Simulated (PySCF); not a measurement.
**`B[Si@H]1C[C@H]1C`, C₃H₉BSi**

Geometry:
```
atom   x (Å)   y (Å)   z (Å)
  B1   2.285  -0.594   0.024
 Si2   1.012   0.759   0.409
  C3  -0.422   1.134  -0.818
  C4  -0.884   0.365   0.373
  C5  -1.371  -1.044   0.171
  H6   2.036  -1.518  -0.653
  H7   3.368  -0.537   0.470
  H8   1.163   1.959   1.245
  H9  -0.763   2.154  -0.911
 H10  -0.434   0.608  -1.761
 H11  -1.490   0.925   1.076
 H12  -0.743  -1.571  -0.543
 H13  -1.367  -1.599   1.109
 H14  -2.393  -1.042  -0.214
```

Computed with TDDFT PBE0/def2-SVPD circular dichroism and optical rotation, one conformer, gas phase (PySCF 2.14.0). Geometry: GFN2-xTB.

States above about 6.6 eV (minus the energy of the highest occupied orbital) lie near or above the ionisation threshold and depend on the basis.

(1) Assign R or S to each stereocentre.

(2) Which excitations and rotatory strengths does the calculation give?

Results:

(1) Si2 S, C4 R.

(2) Rotatory strengths R in 10⁻⁴⁰ esu² cm², velocity form and length form (origin at the centre of mass); f in length form.
```csv
state,E (eV),λ (nm),f,R (velocity),R (length),main
1,3.80,326,0.216,-16.1,-15.1,HOMO→LUMO 0.97
2,4.50,275,0.012,+0.7,-0.2,"HOMO−1→LUMO 0.82, HOMO−2→LUMO 0.15"
3,4.99,249,0.004,-15.0,-14.3,"HOMO−2→LUMO 0.84, HOMO−1→LUMO 0.14"
4,5.80,214,0.001,+20.2,+20.3,"HOMO−3→LUMO 0.77, HOMO−4→LUMO 0.18"
5,6.15,202,0.003,+0.1,+0.3,"HOMO→LUMO+2 0.61, HOMO→LUMO+1 0.36"
6,6.40,194,0.054,-23.7,-21.8,"HOMO→LUMO+1 0.62, HOMO→LUMO+2 0.34"
7,6.48,191,0.003,+13.6,+13.3,"HOMO−4→LUMO 0.79, HOMO−3→LUMO 0.19"
8,6.72,184,0.100,+5.6,+5.2,HOMO→LUMO+3 0.92
```

For state 2 the two forms differ in sign, so the sign of R isn't settled.

Among the states computed, the strongest CD band (largest |R|) is state 6. The largest dissymmetry factor in size, g = 4R/(D+G), with D and G the electric and magnetic dipole strengths, is +0.14 for state 4 (velocity form, f = 0.001), among bands with |R| over 0.5. The mirror image has the same energies and oscillator strengths and all R with the opposite sign.
